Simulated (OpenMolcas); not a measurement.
# Lines of Pt²⁺: computed and rescaled rates

```json
{
 "Program": "OpenMolcas",
 "Method": "MS-CASPT2, IPEA 0.25 Eh, imaginary shift 0.1 Eh (closed shells correlated: 5s 5p)",
 "Basis": "ANO-RCC-VQZP [9s8p6d4f2g1h]",
 "Scalar Hamiltonian": "DKH2, point nucleus",
 "Active space": "8 electrons in 6 orbitals (5d 6s)",
 "State averaging": "2S+1 = 3 even, 60 roots; 2S+1 = 5 even, 15 roots kept (CI in the orbitals of an earlier block); 2S+1 = 1 even, 55 roots kept (CI in the orbitals of an earlier block)",
 "Spin-orbit coupling": "state interaction with AMFI integrals over the reference wave functions, term energies averaged over their components"
}
```

Rates come from the transition moments of the reference wave functions (E1 and E2 in the length form). At fixed line strength A goes as λ^-3 for E1 and M1 and as λ^-5 for E2, so a rate at the computed wavelength can be rescaled to the measured one. Measured vacuum wavelengths follow from level energies in NIST levels as listed in McCann et al., Mon. Not. R. Astron. Soc. 538, 537 (2025). Branching counts decays inside the model space alone, at computed energies, and the table is only a selection of the E2 and M1 lines, drawn from those between levels with measured partners whose computed energy lies within a factor of 1.5 of the measured one.

```json
{"Upper": "5d8 3F3", "Lower": "5d8 3F4", "Type": "M1", "λ computed (nm)": "956.7", "λ measured (nm)": "1025", "A computed (s-1)": "2.85e+01", "A rescaled (s-1)": "2.32e+01", "Branching %": "98.0"}
{"Upper": "5d8 1G4", "Lower": "5d8 3F4", "Type": "M1", "λ computed (nm)": "452.1", "λ measured (nm)": "468.8", "A computed (s-1)": "1.53e+01", "A rescaled (s-1)": "", "Branching %": "91.0"}
{"Upper": "5d7 6s 5F5", "Lower": "5d8 3F4", "Type": "E2", "λ computed (nm)": "488.2", "λ measured (nm)": "457.9", "A computed (s-1)": "9.50e-02", "A rescaled (s-1)": "", "Branching %": "98.7"}
```

Spin-changing lines and M1 lines between different terms are not rescaled, since their strength hangs on the term gaps too.

The largest correction is for 5d8 3F3 → 5d8 3F4 (M1): 2.85e+01 × (956.7 / 1025)^3 = 2.32e+01 s-1, a factor of 0.81.

The computed order of these levels differs from the measured one in 1 place, and where term gaps are wrong the rates of spin-changing lines can be off by large factors.

These are rates of the free ion; in crystals, glasses and complexes forced electric-dipole and non-radiative decay shorten such lifetimes by orders of magnitude. No measured rate stands beside these. Rescaling mends the energy factor alone: line strengths can still be far off where a level mixes with configurations outside the active space, and weak or spin-changing lines hang on small mixing coefficients that depend on the term gaps too, so rescaling need not improve them.

CASPT2 does not keep the components of a term degenerate, so their means are used; among the terms shown or strongly mixed into the levels shown the widest spread is 1200 cm-1 (5d8 1G). Terms from blocks run as CI alone lack orbitals of their own. A single d shell beside an s shell can misplace configurations of different d count against each other. Computed and measured levels are paired by configuration, term and J; levels that our copy of the source lacks, or whose pairing is in doubt (as where it misses far off the trend of its configuration), stay unpaired. Levels of configurations outside the active space are missing.
